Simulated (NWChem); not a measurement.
Molecule: WHS3Cl; SMILES [S]=[W]([Cl])([SH])=[S]

```xyz
6

W      0.0303     0.0200     0.0102
S      1.7369    -0.1097    -1.2433
S      0.5823    -0.4036     2.0093
Cl    -0.9004     2.0836    -0.1467
S     -1.4237    -1.6938    -0.5399
H     -1.2634    -1.5861    -1.8823
```
Atoms are numbered in this order, from 1.

All runs: NWChem. All runs use the structure optimised with PBE0/def2-SVP. No frequency run checked for a minimum. def2 effective core potentials on W; no spin-orbit coupling. Level M06-L/def2-SVP: energy and gradient on several grids; changes count from the extra-fine grid, which is no exact limit either.

Q: Which is the coarsest grid (xfine; xcoarse; coarse; fine; medium) from which on the energy stays within 500 μHa and each gradient component within 500 μHa/bohr of xfine?

A: medium.
```
grid     size of the energy change (μHa)  largest change of a gradient component (μHa/bohr)  time, medium = 1 (rough)
-------  -------------------------------  -------------------------------------------------  ------------------------
xcoarse                             8000                                               3000                   about 1
coarse                                30                                               2000                   about 1
medium                              < 10                                                300                   about 1
fine                                < 10                                                 90                   about 1
xfine                               < 10                                               < 30                         2
```
